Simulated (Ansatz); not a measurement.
Reaction (formal exchange of groups at the Si–C bond): `C[SiH]([AlH2])CF` + stibine → `C[SiH]([AlH2])[SbH2]` + fluoromethane

Isolated molecules relaxed with PBE0-D4/def2-TZVP in Ansatz; ΔE leaves out vibrations. CCSD(T)/CBS is the MP2 limit (def2-TZVPP, def2-QZVPP) plus CCSD(T) − MP2 in def2-TZVPP, frozen cores. This one scheme is used for every species. DFT in def2-TZVPP. Elements past krypton have def2 core potentials. For Sb outer-core shells are correlated without core-valence functions, which leaves a few kJ/mol of doubt a bond. One conformer a species, not always the lowest.

`C[SiH]([AlH2])CF`:

Z-matrix (Å, degrees):
```
C
Si 1 1.880
H 1 1.092 2 111.0
H 1 1.092 2 109.9 3 119.9
H 1 1.092 2 111.3 3 -120.3
Al 2 2.465 1 114.7 3 60.4
C 2 1.903 1 109.2 3 -175.3
H 2 1.497 1 108.6 3 -59.7
H 6 1.592 2 121.3 1 145.3
H 6 1.591 2 120.5 1 -35.9
F 7 1.395 2 110.8 1 54.6
H 7 1.095 2 111.3 1 174.8
H 7 1.096 2 111.5 1 -65.1
```

`[SbH3]`:

Cartesian coordinates in Å:
```
Sb -0.469 0.529 0.141
H 1.093 0.422 0.822
H 0.139 0.173 -1.414
H -0.763 -1.124 0.451
```

`C[SiH]([AlH2])[SbH2]`:

Z-matrix (Å, degrees):
```
C
Si 1 1.882
H 1 1.091 2 112.0
H 1 1.091 2 110.3 3 121.2
H 1 1.093 2 109.6 3 -119.9
Al 2 2.407 1 125.1 3 -149.5
Sb 2 2.629 1 109.4 3 -62.0
H 2 1.490 1 110.8 3 52.7
H 6 1.589 2 117.8 1 -164.9
H 6 1.588 2 118.7 1 13.2
H 7 1.710 2 90.0 1 -37.5
H 7 1.766 2 87.5 1 -126.5
```

`CF`:

```xyz
5

C     0.016   -0.047   -0.035
F    -0.337    1.021    0.758
H    -0.886   -0.480   -0.474
H     0.525   -0.795    0.578
H     0.683    0.301   -0.826
```

**Question.** Is it downhill or uphill in electronic energy at CCSD(T)/CBS, and by how much? (Best estimate.)

**Answer.** Computed: Downhill: ΔE = -87.1 kJ/mol.

**Question.** What do these levels give: r2SCAN0-D4, PBE-QIDH, r2SCAN0, MP2/def2-SVP, HF/CBS(def2), MP2/CBS(def2)? (Best estimate.)

**Answer.** Ansatz gave: r2SCAN0-D4 -86.7, PBE-QIDH -87.6, r2SCAN0 -85.3, MP2/def2-SVP -78.3, HF/CBS(def2) -50.9, MP2/CBS(def2) -98.6 kJ/mol.

Largest T1 diagnostic among the species: 0.014.

The D4 term adds −9.1 kJ/mol with B3LYP and −4.8 kJ/mol with PBE0; it sums over pairs of atoms, weighted by their polarisabilities, and B3LYP, whose exchange is more repulsive, gets the larger term. At CCSD(T), def2-SVP lies +14.4 kJ/mol from the extrapolated value and def2-TZVPP +9.4 kJ/mol. In def2-TZVPP, CCSD(T) changes the Hartree–Fock value by −27.0 kJ/mol (the triples alone add −6.1 kJ/mol) and MP2 by −38.4 kJ/mol.

B3LYP here is the variant with VWN-RPA as its local correlation; programs differ in this.
